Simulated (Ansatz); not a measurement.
Calculated with Ansatz (gas phase, PBE0-D4/def2-TZVP geometries, no zero-point term in ΔE). CCSD(T)/CBS is the MP2 limit (def2-TZVPP, def2-QZVPP) plus CCSD(T) − MP2 in def2-TZVPP, frozen cores. This one scheme is used for every species. DFT in def2-TZVPP. B3LYP here is the variant with VWN-RPA as its local correlation; programs differ in this. HSE06 is defined as in plane-wave codes. For Ti outer-core shells are correlated without core-valence functions, which leaves a few kJ/mol of doubt a bond. Scalar relativity is left out up to krypton. One conformer a species, not always the lowest.

`[SH][Ti]([Cl])([Cl])[Cl]` + CH₃OH → `C[O][Ti]([Cl])([Cl])[Cl]` + H₂S  (ligand exchange at a Ti–S bond)

`[SH][Ti]([Cl])([Cl])[Cl]`:

Z-matrix (Å, degrees):
```
Ti
Cl 1 2.162
Cl 1 2.173 2 112.3
S 1 2.254 2 104.5 3 118.3
Cl 1 2.173 2 112.4 3 -123.4
H 4 1.350 1 90.3 2 179.5
```

CH₃OH:

```xyz
6

C     0.011   -0.313   -0.170
O    -0.558    0.737    0.578
H    -0.766   -1.065   -0.309
H     0.854   -0.786    0.348
H     0.349    0.015   -1.161
H     0.110    1.411    0.715
```

`C[O][Ti]([Cl])([Cl])[Cl]`:

Cartesian coordinates in Å:
```
C -1.299 0.493 0.891
O -0.202 0.077 0.137
Ti 1.151 -0.437 -0.790
Cl 1.996 1.301 -1.815
Cl 0.476 -1.923 -2.246
Cl 2.630 -1.315 0.561
H -2.192 -0.041 0.559
H -1.445 1.567 0.756
H -1.117 0.279 1.947
```

H₂S:

Cartesian coordinates in Å:
```
S 0.431 -0.005 0.445
H 0.468 0.188 -0.881
H -0.899 -0.183 0.436
```

| level | ΔE (kJ/mol) | difference from CCSD(T)/CBS |
| --- | --- | --- |
| BLYP-D4 | -65.7 | -4.4 |
| B97M-V | -63.8 | -2.5 |
| B3LYP-D4 | -67.0 | -5.7 |
| r2SCANh-D4 | -63.0 | -1.7 |
| HSE06-D4 | -59.6 | 1.7 |
| CAM-B3LYP-D4 | -77.4 | -16.1 |
| ωB97X-V | -73.9 | -12.6 |
| PBE-QIDH | -59.6 | 1.7 |
| BLYP | -68.1 | -6.8 |
| HF/def2-TZVPP | -84.6 | -23.3 |
| SCS-MP2/def2-TZVPP | -63.8 | -2.5 |
| CCSD/def2-TZVPP | -74.6 | -13.3 |
| HF/def2-QZVPP | -83.4 | -22.1 |
| MP2/def2-QZVPP | -53.4 | 7.9 |
| HF/CBS(def2) | -83.2 | -21.9 |
| CCSD/CBS(def2) | -67.8 | -6.5 |
| CCSD(T)/CBS | -61.3 | 0 |

Largest T1 diagnostic among the species: 0.026, so the coupled-cluster value is less sure than usual.

At CCSD(T), def2-SVP lies −27.9 kJ/mol from the extrapolated value and def2-TZVPP −6.8 kJ/mol. Leaving LDA and LC-ωPBE aside and taking each functional with its dispersion term where it has one, the values, not all of them listed here, spread over 19.4 kJ/mol, from CAM-B3LYP-D4 to revPBE-D4. LDA lies −4.9 kJ/mol from PBE without D4.
